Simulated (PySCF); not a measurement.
Vertical excitations of a molecule C₂H₆OSe from TDDFT-LC-ωPBE/def2-SVPD (PySCF 2.14.0), as energy in eV (oscillator strength): 3.82 (0.001), 5.72 (0.009), 5.92 (0.003), 6.67 (0.076), 7.45 (0.083), 7.68 (0.050), 7.70 (0.024), 7.92 (0.013), 8.00 (0.117), 8.11 (0.030). Lowest triplet (TDA): 2.97 eV. Coordinates come from a B3LYP-D3(BJ)/def2-SVP optimisation. Other conformers were not sampled.

Problem. Identify the compound among the candidates.
A) OCC[SeH]
B) CO[Se]C
C) COC[SeH]
D) CC[Se]O

Solution. B, CO[Se]C
